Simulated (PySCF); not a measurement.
IRb, charge -1, doublet, at the geometry of the source list (a state made from the parent by changing its charge; the spin is typed, not shown lowest) (core potentials on I, Rb) (in this run its highest filled SCF level lies above zero, so its values depend strongly on the basis, on diffuse functions most of all); PBE/def2-TZVP run with PySCF.

PySCF was given this input:
```python
from pyscf import gto, scf, dft

mol = gto.M(
    atom='''
Rb   -1.08960000   -0.77400000   -0.92830000
I     1.08960000    0.77400000    0.92830000
''',
    basis='def2-tzvp',
    ecp={'I': 'def2-tzvp', 'Rb': 'def2-tzvp'},
    charge=-1,
    spin=1,
    verbose=4,
)

mf = dft.UKS(mol)
mf.xc = 'pbe'
mf.kernel()
```

Task: Predict the main parts of the log of this PySCF run.

Result: 
```
PySCF version 2.14.0

[INPUT] verbose = 4
[INPUT] num. atoms = 2
[INPUT] num. electrons = 35
[INPUT] charge = -1
[INPUT] spin (= nelec alpha-beta = 2S) = 1
[INPUT] symmetry False subgroup None
[INPUT] Mole.unit = angstrom
[INPUT] Symbol           X                Y                Z      unit          X                Y                Z       unit  Magmom
[INPUT]  1 Rb    -1.089600000000  -0.774000000000  -0.928300000000 AA   -2.059045585326  -1.462648020413  -1.754232761434 Bohr   0.0
[INPUT]  2 I      1.089600000000   0.774000000000   0.928300000000 AA    2.059045585326   1.462648020413   1.754232761434 Bohr   0.0

nuclear repulsion = 36.5839816703182
number of shells = 29
number of NR pGTOs = 138
number of NR cGTOs = 83
basis = def2-tzvp
ecp = {'I': 'def2-tzvp', 'Rb': 'def2-tzvp'}

******** <class 'pyscf.dft.uks.UKS'> ********
method = UKS
initial guess = minao
damping factor = 0
level_shift factor = 0
DIIS = <class 'pyscf.scf.diis.CDIIS'>
diis_start_cycle = 1
diis_space = 8
diis_damp = 0
SCF conv_tol = 1e-09
SCF conv_tol_grad = None
SCF max_cycles = 50
direct_scf = True
direct_scf_tol = 1e-13
number electrons alpha = 18  beta = 17
XC library pyscf.dft.libxc version 7.1.2
    S. Lehtola, C. Steigemann, M. J. T. Oliveira, and M. A. L. Marques,  SoftwareX 7, 1–5 (2018)
XC functionals = pbe
    J. P. Perdew, K. Burke, and M. Ernzerhof,  Phys. Rev. Lett. 77, 3865 (1996)
    J. P. Perdew, K. Burke, and M. Ernzerhof,  Phys. Rev. Lett. 78, 1396 (1997)
    J. P. Perdew, K. Burke, and M. Ernzerhof,  Phys. Rev. Lett. 77, 3865 (1996)
    J. P. Perdew, K. Burke, and M. Ernzerhof,  Phys. Rev. Lett. 78, 1396 (1997)
radial grids:
    Treutler-Ahlrichs [JCP 102, 346 (1995); DOI:10.1063/1.469408] (M4) radial grids

becke partition: Becke, JCP 88, 2547 (1988); DOI:10.1063/1.454033
pruning grids: <function nwchem_prune>
grids dens level: 3
symmetrized grids: False
atomic radii adjust function: <function treutler_atomic_radii_adjust>
small_rho_cutoff = 0
Set gradient conv threshold to 3.16228e-05
tot grids = 43872
init E= -277.076820854068

cycle= 1 E= -318.953198067855  delta_E= -41.9  |g|= 2.75  |ddm|= 13.5
cycle= 2 E= -308.768627518225  delta_E= 10.2  |g|= 3.68  |ddm|=  9.2
cycle= 3 E= -321.313066503435  delta_E= -12.5  |g|= 0.706  |ddm|= 7.94
cycle= 4 E= -320.825879539654  delta_E= 0.487  |g|= 0.992  |ddm|= 4.21
cycle= 5 E= -321.881953338659  delta_E= -1.06  |g|= 0.115  |ddm|= 2.59
cycle= 6 E= -321.894829614133  delta_E= -0.0129  |g|= 0.0735  |ddm|= 0.526
cycle= 7 E= -321.896901316742  delta_E= -0.00207  |g|= 0.022  |ddm|= 0.0885
cycle= 8 E= -321.897184169075  delta_E= -0.000283  |g|= 0.00327  |ddm|= 0.0469
cycle= 9 E= -321.897193413805  delta_E= -9.24e-06  |g|= 0.00112  |ddm|= 0.00811
cycle= 10 E= -321.897194559246  delta_E= -1.15e-06  |g|= 0.000256  |ddm|= 0.00262
cycle= 11 E= -321.897194616697  delta_E= -5.75e-08  |g|= 6.52e-05  |ddm|= 0.00102
cycle= 12 E= -321.897194620214  delta_E= -3.52e-09  |g|= 7.23e-06  |ddm|= 0.000168
cycle= 13 E= -321.897194620262  delta_E= -4.79e-11  |g|= 3.98e-06  |ddm|= 3.38e-05
Extra cycle  E= -321.897194620256  delta_E= 5.63e-12  |g|= 5.84e-06  |ddm|= 1.21e-05
converged SCF energy = -321.897194620256  <S^2> = 0.75005564  2S+1 = 2.0000556
```
